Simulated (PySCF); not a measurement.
## Computed properties of CH4BeO, SMILES [BeH][O]C

CH4BeO, SMILES [O]([BeH])C. Coordinates come from a r2SCAN-D4/def2-TZVP optimisation. One conformer was computed; it need not be the lowest. All values are computed for the isolated molecule unless a solvent is named; none is compared with measurement here.

**Structure.** The optimised structure has C3v symmetry. All 15 harmonic modes at r2SCAN-D4/def2-TZVP (PySCF) are real, so it is a minimum. With heavy atoms numbered as in [BeH:1][O:3][CH3:4], the shortest bond between them is Be1–O3 at 1.382 Å and the longest O3–C4 at 1.386 Å.

**Vibrations.** The strongest infrared lines (harmonic, unscaled, degenerate partners summed) lie at 548 cm⁻¹ (367 km/mol, H 69 %, Be 28 %), 1422 cm⁻¹ (341 km/mol, O 37 %, C 24 %, H 24 %, Be 15 %), 2169 cm⁻¹ (258 km/mol, H 82 %, Be 17 %). The softest mode is at 93 cm⁻¹ and the zero-point energy is 31.2 kcal/mol.

**Electronic structure.** ωB97X/def2-TZVPD (PySCF) places the frontier levels at -10.98 and 1.60 eV, a gap of 12.58 eV, and gives a dipole moment of 1.64 D and a mean polarisability of 34.9 bohr³.

**Excitations.** TDA-ωB97X/def2-SVPD (PySCF) has S1 at 8.02 eV (155 nm, f = 0.003, weak); the most intense of the 10 singlets computed lies at 8.41 eV (f = 0.50). Strengths of degenerate partners are summed. T1 (TDA) is at 7.60 eV, 0.42 eV under S1. No vertical singlet excitation falls in the visible range (under 3.1 eV).

**NMR.** GIAO shifts at PBE0/pcSseg-2 (PySCF) (non-relativistic, atoms alike by connectivity averaged): ¹³C at 56.7 ppm against TMS; ¹H from 3.1 to 4.0 ppm against TMS.
